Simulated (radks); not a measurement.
Task: Coulomb parameter of the 4d shell of the palladium ion Pd+ in the model configuration [Kr] 4d8 5p1, as a second difference U = [E(n + 1) + E(n - 1) - 2 E(n)] / (1)^2 with all orbitals relaxed. "Bare": the charge of the atom changes with n. "Screened": the 5p shell takes up the change at fixed total charge, which measures U(4d,4d) + U(5p,5p) - 2 U(4d,5p). Calculated with a radial shooting solver on a logarithmic mesh with Libxc functionals: scalar-relativistic Kohn-Sham, PBE, spin-unpolarised, spherical densities, finite nucleus; Fermi nuclear charge, rms radius 4.5318 fm. Estimate both.

Result: U(bare) = 12.027 eV, U(screened by 5p) = 3.204 eV, against the Slater integral F0(4d,4d) = 17.818 eV with frozen orbitals.
